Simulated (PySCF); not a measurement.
## NMR data sheet: C$_{7}$H$_{7}$NO

- Formula: C7H7NO
- SMILES: CC(=O)c1ccncc1
- Degrees of unsaturation: 5
- Carbon signals: 5
- Proton signals: 3

Structure with atom numbers: `[CH3:1][C:2](=[O:3])[c:4]1[cH:5][cH:6][n:7][cH:8][cH:9]1`. Each H is labelled by its parent atom.

[PySCF: σ from GIAO-B97-2/pcSseg-2; PBE0-D3(BJ)/def2-TZVP geometry; relativity neglected; in vacuum; one computed conformer; equivalent nuclei averaged]

Scale: TMS for 1H, 13C; 15N vs NH3; 17O vs H2O (reference shieldings calculated alike).

| carbon | δC, type | δH (multiplicity) | HMBC from (2–3 bonds) | span of the C tensor (ppm) |
| --- | --- | --- | --- | --- |
| C1 | 28.3, CH3 | 2.64 (s) | – | 46 |
| C2 | 204.5, C | – | H(C5)/H(C9), H(C1) | 203 |
| C4 | 147.3, C | – | H(C6)/H(C8), H(C5)/H(C9), H(C1) | 226 |
| C5/C9 | 127.0, CH | 8.03 (d) | H(C6)/H(C8), H(C5)/H(C9) | 224 |
| C6/C8 | 159.4, CH | 9.17 (d) | H(C6)/H(C8), H(C5)/H(C9) | 230 |

Other nuclei:
```tsv
atoms	nucleus	environment	δ (ppm)	σ (ppm)
N7	15N	pyridine-type ring nitrogen	372.8	-111.0
O3	17O	ketone oxygen	640.5	-312.9
```

1. Carbon types of the structure: 2 × C, 4 × CH, 1 × CH3, which accounts for all hydrogens.
2. δC 204.5: ketone carbonyl carbon; low-lying n→π* states of the double bond to the heteroatom give a large paramagnetic term (-272 ppm).
3. δC 159.4: aromatic CH next to a ring nitrogen; the adjacent pyridine-type nitrogen withdraws density from it.
4. δC 147.3: substituted aromatic carbon.
5. δC 127.0: aromatic CH; the aromatic region.
6. δH 9.17: hydrogen on an aromatic CH next to a ring nitrogen; ring current plus the neighbouring ring nitrogen.

Shifts are as computed. Against solution values, carbons near 30 ppm lie about +3 ppm off and those near 130 ppm about +7 ppm. Of 1309 compounds with measured shifts, 239 miss one by over three times the rms of a fit or turn the order of signals round; such compounds aren't used in these exercises. Unscaled 17O shifts of doubly bonded oxygen tend to come out too high, by tens of ppm or more. Experimental scales use liquid or dissolved standards, which lie at an offset from isolated NH3 (liquid NH3: subtract about 20 ppm) and H2O (liquid H2O: subtract about 36 ppm). Unscaled 15N shifts of sp2 nitrogen come out 20 to 40 ppm too high even then. Multiplicities follow the n + 1 count of equivalent neighbours, as no J values were calculated; m marks all less simple cases, F and P coupling included.
